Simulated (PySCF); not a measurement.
Molfile (atoms numbered from 1):
```
C4H3BCl2O
     RDKit          3D

 11 11  0  0  0  0  0  0  0  0999 V2000
    3.7983   -0.8267    1.2788 Cl  0  0  0  0  0  0  0  0  0  0  0  0
    2.9022    0.3810    0.3690 B   0  0  0  0  0  0  0  0  0  0  0  0
    3.7745    1.6315   -0.4879 Cl  0  0  0  0  0  0  0  0  0  0  0  0
    1.3788    0.3162    0.3462 C   0  0  0  0  0  0  0  0  0  0  0  0
    0.4838   -0.5531    0.9390 C   0  0  0  0  0  0  0  0  0  0  0  0
   -0.8160   -0.1278    0.5713 C   0  0  0  0  0  0  0  0  0  0  0  0
   -0.6249    0.9741   -0.2223 C   0  0  0  0  0  0  0  0  0  0  0  0
    0.6702    1.2458   -0.3621 O   0  0  0  0  0  0  0  0  0  0  0  0
    0.7550   -1.3988    1.5680 H   0  0  0  0  0  0  0  0  0  0  0  0
   -1.7697   -0.5694    0.8513 H   0  0  0  0  0  0  0  0  0  0  0  0
   -1.3163    1.6383   -0.7372 H   0  0  0  0  0  0  0  0  0  0  0  0
  1  2  1  0
  2  3  1  0
  2  4  1  0
  4  5  2  0
  5  6  1  0
  6  7  2  0
  7  8  1  0
  8  4  1  0
  5  9  1  0
  6 10  1  0
  7 11  1  0
M  END
```

PySCF calculation with σ from GIAO-KT2/pcSseg-2 and PBE0-D3(BJ)/def2-SVP geometry; fast rotation and ring inversion assumed for equivalent nuclei, in vacuum, single conformer, no relativistic terms.

Referencing at the same level of theory: 13C (182.28 ppm) and 1H (31.18 ppm) against TMS; 35Cl (942.53 ppm) against HCl; 11B (98.29 ppm) against BF3·OEt2; H2O for 17O (324.36 ppm).

```csv
atoms,nucleus,count,δ (ppm)
C7,13C,1,149.7
H9,1H,1,7.58
C6,13C,1,111.7
C4,13C,1,?
Cl1/Cl3,35Cl,2,216
B2,11B,1,41.7
C5,13C,1,128.5
H11,1H,1,7.79
O8,17O,1,?
H10,1H,1,?
```

Task: Complete the table.

Result: 
- C4: 157.9 ppm, substituted aromatic carbon next to the ring oxygen
- H10: 6.62 ppm, hydrogen on an aromatic CH; the ring current deshields protons in the ring plane
- O8: 313.1 ppm, aromatic ring oxygen

A carbon bonded to boron is broadened by the quadrupolar boron nucleus and is often missing from a measured spectrum. Shifts are as computed. Against solution values, carbons near 30 ppm lie about +3 ppm off and those near 130 ppm about -1 ppm. Of 1211 compounds with measured shifts, 218 miss one by over three times the rms of a fit or turn the order of signals round; such compounds aren't used in these exercises. Unscaled 17O shifts of doubly bonded oxygen tend to come out too high, by tens of ppm or more. Experimental scales use liquid or dissolved standards, which lie at an offset from isolated H2O (liquid H2O: subtract about 36 ppm).
